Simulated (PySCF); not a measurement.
Mapped SMILES: `[BH2:1][N:2]([SiH3:3])[SiH3:4]`. Hydrogens are named by the atom that carries them.

Geometry: PBE0-D3(BJ)/def2-SVP; GIAO shifts from PySCF 2.14.0 with density-fitted response routines, gas phase, non-relativistic, averaged over equivalent atoms.

At PBE0/pcSseg-1 (122 basis functions, 7.3 s wall time on 1 thread of an x86-64 server CPU, shared host):
```tsv
atoms	δ (ppm)
B1	51.1
N2	122.5
Si3/Si4	-31.2
H(B1)	5.44
H(Si3)/H(Si4)	4.90
```

Shifts are taken against calculated references (same method and geometry level): 11B (100.73 ppm) vs BF3·OEt2; 15N (265.67 ppm) against NH3; TMS for 29Si (351.99 ppm) and 1H (31.27 ppm).

Estimate the result of repeating the calculation with wB97X-D/pcSseg-2.

Results:


```csv
atoms,δ at wB97X-D/pcSseg-2,change
B1,50.6,-0.5
N2,117.6,-4.9
Si3/Si4,-34.2,-3.0
H(B1),5.36,-0.08
H(Si3)/H(Si4),4.88,-0.02
```

Shifts are taken against calculated references (same method and geometry level): 11B (σ = 99.96 ppm) against BF3·OEt2; 15N (σ = 260.06 ppm) against NH3; 29Si (σ = 340.70 ppm) and 1H (σ = 31.36 ppm) against TMS.

The largest change is at N2 (nitrogen bonded to B, 2 Si). Cost: 270 basis functions, 29 s wall time on 1 thread of an x86-64 server CPU, shared host.

Experimental scales use liquid or dissolved standards, which lie at an offset from isolated NH3 (liquid NH3: subtract about 20 ppm).
